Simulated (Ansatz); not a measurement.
`[OH][Cd][O][SiH3]` + HBr → `[SiH3][O][Cd][Br]` + H₂O at 500 K and 1 bar (ligand exchange at a Cd–O bond).

Isolated molecules relaxed with PBE0-D4/def2-TZVP in Ansatz; ΔE leaves out vibrations. CBS: MP2 limit from def2 TZ/QZ plus the TZ coupled-cluster correction, frozen cores. This one scheme is used for every species. Elements past krypton have def2 core potentials. For Br, Cd outer-core shells are correlated without core-valence functions, which leaves a few kJ/mol of doubt a bond. Scalar relativity is left out up to krypton. Each species was taken in one conformer, which may not be the lowest.

```csv
species,CCSD(T)/CBS energy (Eh),H − E (kJ/mol),S (J/(mol·K))
`[OH][Cd][O][SiH3]`,-609.59049,153.6,435.0
HBr,-2573.91920,30.5,213.7
`[SiH3][O][Cd][Br]`,-3107.18482,119.4,431.9
H₂O,-76.37941,73.2,206.3
```

H − E and S are ideal-gas, rigid-rotor, harmonic terms from PBE0-D4/def2-TZVP, for one conformer and one mirror image of each species. 1 Eh = 2625.50 kJ/mol, R = 8.31446 J/(mol·K).

Task: By hand: ΔE, ΔH, ΔS and ΔG.

Result: ΔE = (-3107.18482) + (-76.37941) − (-609.59049) − (-2573.91920) = -0.05454 Eh = -143.2 kJ/mol. Δ(H − E) = 119.4 + 73.2 − 153.6 − 30.5 = 8.5, so ΔH = -134.7 kJ/mol. ΔS = 431.9 + 206.3 − 435.0 − 213.7 = -10.5 J/(mol·K). ΔG = -134.7 − 500 × (-10.5)/1000 = -129.4 kJ/mol.

Task: By hand: the equilibrium constant, and the temperature at which ΔG would vanish if ΔH and ΔS stayed fixed.

Result: log₁₀ K = −ΔG/(RT ln 10) = 13.5. ΔG = 0 at ΔH/ΔS = 12829 K, far beyond where these terms or the molecules hold.

The number of gas molecules stays the same, so ΔS is small and ΔH decides. A doubt of 5 kJ/mol in ΔE shifts log₁₀ K by 0.5 here. Other conformers and mirror images would add mixing entropy, several J/(mol·K) or more a flexible species. Modes under 60 cm⁻¹, often nearly free rotors, make the harmonic entropy too high. These are equilibria of isolated gas molecules and say nothing of rates. Largest T1 diagnostic: 0.016 (customary marks: 0.02 for closed shells, 0.045 for open ones).
